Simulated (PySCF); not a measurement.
H₃O₃Si, SMILES O[Si](O)O (connectivity only; charge and spin as stated), charge +1, multiplicity 1. Atoms are numbered in the order given.

```xyz
7

O     -1.5551     0.2742     0.0000
Si     0.0152    -0.0050     0.0000
O      1.0142     1.2450     0.0000
O      0.3546    -1.5641     0.0000
H     -1.9499     1.1702     0.0000
H      1.9926     1.2475     0.0000
H      1.2350    -1.9884     0.0000
```
Charge +1, spin multiplicity 1.

Coordinates come from a PBE-D3(BJ)/def2-SVP optimisation. The multiplicity is an assumed one; other spin states were not compared. The isomer is the one that the SMILES or the coordinates give; other isomers of the formula were not compared. Other conformers were not sampled.

The numbers are results of PBE-D3(BJ)/def2-SVP (PySCF), not measurements.

Frequencies are harmonic and unscaled.

```
mode  ν (cm⁻¹)  IR (km/mol)  moving atoms (share of kinetic energy)
----  --------  -----------  --------------------------------------
1          286         37.1                 O 61 %, H 23 %, Si 16 %
2          290          0.5                          H 88 %, O 11 %
3          303          0.1                 O 70 %, H 16 %, Si 15 %
4          311        130.3                         Si 60 %, O 38 %
5          390         62.2                          H 85 %, O 12 %
6          437        293.0                                  H 96 %
7          581        352.3                          H 85 %, O 14 %
8          642         31.1                          H 64 %, O 36 %
9          695        178.2                          H 67 %, O 32 %
10         847         18.3                          O 72 %, H 28 %
11        1128        124.4                         Si 48 %, O 46 %
12        1140        137.7                 Si 48 %, O 42 %, H 10 %
13        3709        479.5                                  H 94 %
14        3716        243.8                                  H 94 %
15        3737        332.1                                  H 94 %
```
